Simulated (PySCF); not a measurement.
Cl₂H₄OSi₂.

```xyz
9

Si    -2.2551    -0.6137     0.3533
O     -0.8353    -0.0146     1.0176
Si     0.6343     0.4215     0.4582
Cl     0.3866     1.4826    -1.2819
Cl     1.7317    -1.2514     0.0194
H     -1.9287    -1.4525    -0.8328
H     -3.1248     0.5221    -0.0524
H     -2.9293    -1.4304     1.3939
H      1.3466     1.2384     1.4518
```

Geometry: ωB97X-D3(BJ)/def2-SVP. Other conformers were not sampled.

Calculation: PySCF with HF/pcSseg-1. Non-relativistic, no solvent.

Computed absolute GIAO shielding of each atom: isotropic value and principal components (ppm):
```json
[
 {"atom": "Si1", "σ(iso)": "433.4", "σ11": "401.5", "σ22": "416.6", "σ33": "482.1", "span": "80.6"},
 {"atom": "O2", "σ(iso)": "288.3", "σ11": "243.8", "σ22": "304.0", "σ33": "317.1", "span": "73.3"},
 {"atom": "Si3", "σ(iso)": "415.6", "σ11": "405.2", "σ22": "416.5", "σ33": "425.0", "span": "19.8"},
 {"atom": "Cl4", "σ(iso)": "905.9", "σ11": "807.9", "σ22": "867.5", "σ33": "1042.3", "span": "234.3"},
 {"atom": "Cl5", "σ(iso)": "904.0", "σ11": "796.2", "σ22": "872.3", "σ33": "1043.5", "span": "247.3"},
 {"atom": "H6", "σ(iso)": "27.1", "σ11": "23.5", "σ22": "26.6", "σ33": "31.3", "span": "7.8"},
 {"atom": "H7", "σ(iso)": "27.2", "σ11": "23.6", "σ22": "25.7", "σ33": "32.3", "span": "8.7"},
 {"atom": "H8", "σ(iso)": "27.3", "σ11": "23.8", "σ22": "25.1", "σ33": "32.9", "span": "9.0"},
 {"atom": "H9", "σ(iso)": "26.8", "σ11": "23.0", "σ22": "23.8", "σ33": "33.6", "span": "10.5"}
]
```
